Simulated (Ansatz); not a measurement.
`C=C=[C]([AlH2])[SiH3]` + `OC[SiH2][SiH3]` → `[AlH2][O]C[SiH2][SiH3]` + `C=C=C[SiH3]`  (ligand exchange at the Al–C bond)

Calculated with Ansatz (gas phase, PBE0-D4/def2-TZVP geometries, no zero-point term in ΔE). CCSD(T)/CBS is the MP2 limit (def2-TZVPP, def2-QZVPP) plus CCSD(T) − MP2 in def2-TZVPP, frozen cores. Functionals use def2-TZVPP. B3LYP here is the variant with VWN-RPA as its local correlation; programs differ in this. One conformer a species, not always the lowest.

| level | ΔE (kcal/mol) | difference from CCSD(T)/CBS |
| --- | --- | --- |
| PBE-D4 | -21.8 | 2.0 |
| r2SCAN-D4 | -23.3 | 0.5 |
| B3LYP-D4 | -24.7 | -0.9 |
| B2PLYP | -24.8 | -1.0 |
| MP2/def2-TZVPP | -23.1 | 0.7 |
| SCS-MP2/def2-TZVPP | -24.2 | -0.4 |
| CCSD(T)/def2-TZVPP | -23.9 | -0.1 |
| HF/CBS(def2) | -26.4 | -2.6 |
| MP2/CBS(def2) | -22.9 | 0.9 |
| CCSD/CBS(def2) | -24.4 | -0.6 |
| CCSD(T)/CBS | -23.8 | 0 |

Largest T1 diagnostic among the species: 0.014.

In def2-TZVPP, CCSD(T) changes the Hartree–Fock value by +2.2 kcal/mol (the triples alone add +0.7 kcal/mol) and MP2 by +3.1 kcal/mol.
